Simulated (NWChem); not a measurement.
**Correlation energy of AgF**

```xyz
2

Ag     0.0000     0.0000    -0.3172
F      0.0000     0.0000     1.6566
```
Charge 0, spin multiplicity 1.

Everything below was run with NWChem. All single points use one geometry, from PBE0/def2-SVP with def2 effective core potentials on Ag, a minimum by its harmonic frequencies.

Basis set: def2-SVP. Each correlation energy counts from its own Hartree-Fock reference.

```
method        correlation energy (mHa)  difference from CCSD(T)
------------  ------------------------  -----------------------
MP2                             -429.1                     +2.4
CR-CCSD[T]                      -431.9                     -0.4
CCSD+T(CCSD)                    -434.0                     -2.5
CCSD(T)                         -431.5                      0.0
SCS-MP2                         -390.9                    +40.6
CCSD                            -422.6                     +8.9
CR-CCSD(T)                      -429.9                     +1.6
```

The values span 43.1 mHa, from CCSD+T(CCSD) (lowest) to SCS-MP2 (highest). 

Effective core potentials replace the inner electrons of Ag; spin-orbit coupling is left out. The correlated methods keep 5 core orbitals frozen. The structure started from a generated list of species. No row is a measurement; the coupled-cluster row has its own basis-set and correlation limits.
